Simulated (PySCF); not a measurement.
Different ions with I ligands: linear complexes compared

All values are computed with PySCF: state-averaged CASSCF of the d shell with SC-NEVPT2, spin-free X2C, triple-zeta basis on the metal and double-zeta on the ligands, mean-field spin-orbit coupling; DFT geometries.

```
complex  point group  M–L / Å  L–M–L / °  solvent
   NiI2          D∞h     2.41        180     none
   TiI2          D∞h     2.60        180     none
   CuI2          D∞h     2.39        180     none
   MnI2          D∞h     2.53        180     none
   FeI2          D∞h     2.49        180     none
```

For CuI2 the d shell alone is too small an active space: its values show what this model gives and aren't sound predictions.

(1) Rank by the spin-orbit constant ζ, lowest first.
A. FeI2
B. TiI2
C. NiI2
D. MnI2
E. CuI2

(2) What are the ground states and moments?

Results:

(1) B (115 cm⁻¹), D (296 cm⁻¹), A (390 cm⁻¹), C (634 cm⁻¹), E (790 cm⁻¹).

(2) 
```json
{"complex": "NiI2", "shell": "d8", "ground state (NEVPT2)": "3Σg-", "total orbital splitting (CASSCF fit) / cm⁻¹": "2590", "μeff(300 K) / μB": "5.02"}
{"complex": "TiI2", "shell": "d2", "ground state (NEVPT2)": "3Δg", "total orbital splitting (CASSCF fit) / cm⁻¹": "3970", "μeff(300 K) / μB": "3.07"}
{"complex": "CuI2", "shell": "d9", "ground state (NEVPT2)": "2Σg+", "total orbital splitting (CASSCF fit) / cm⁻¹": "2154", "μeff(300 K) / μB": "3.09"}
{"complex": "MnI2", "shell": "d5", "ground state (NEVPT2)": "6Σg+", "total orbital splitting (CASSCF fit) / cm⁻¹": "3209", "μeff(300 K) / μB": "5.92"}
{"complex": "FeI2", "shell": "d6", "ground state (NEVPT2)": "5Δg", "total orbital splitting (CASSCF fit) / cm⁻¹": "3070", "μeff(300 K) / μB": "6.27"}
```
